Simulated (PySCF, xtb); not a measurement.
Te(OH)(OMe) (CH₄O₂Te), SMILES CO[Te]O.

xtb with GFN2-xTB at its own geometry gives an orbital gap of 3.86 eV and a dipole moment of 0.22 D.

Geometry: B3LYP-D3(BJ)/def2-SVP. The def2 effective core potentials stand for the cores of Te; spin–orbit coupling is left out. The values are those of a single conformer.

Problem. What does r2SCAN/def2-TZVP (PySCF) give? (The exact figures need the calculation; the answer reports its results.)

Solution. gap 2.94 eV (levels -5.35 and -2.41 eV), dipole 0.42 D.
